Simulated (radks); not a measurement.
Q: Ho+, 66 electrons, occupied as [Xe] 4f11 6s1. Method: scalar-relativistic Kohn-Sham, Slater X-alpha with alpha = 0.667, spin-unpolarised, spherical densities, finite nucleus; Fermi nuclear charge, rms radius 5.2022 fm; computed with a radial shooting solver on a logarithmic mesh with Libxc functionals. Some entries of the table are withheld. Estimate them.

| orbital | occ. | eigenvalue (eV) | <r^2> (bohr^2) |
|---|---|---|---|
| 1s | 2 | -55441.21 | 0.0005891 |
| 2s | 2 | -9278.817 | 0.009182 |
| 2p | 6 | -8225.542 | 0.007445 |
| 3s | 2 | -2075.659 | 0.06051 |
| 3p | 6 | -1753.677 | 0.06081 |
| 3d | 10 | -1343.859 | (1) |
| 4s | 2 | -413.4412 | 0.3044 |
| 4p | 6 | -307.4006 | 0.3449 |
| 4d | 10 | -164.0494 | 0.4139 |
| 5s | 2 | -55.7367 | (2) |
| 5p | 6 | -31.2482 | 2.646 |
| 4f | 11 | -8.4673 | 1.018 |
| 6s | 1 | -8.3250 | 15.47 |

A: 
(1) 3d <r^2> (bohr^2): 0.05077
(2) 5s <r^2> (bohr^2): 1.839
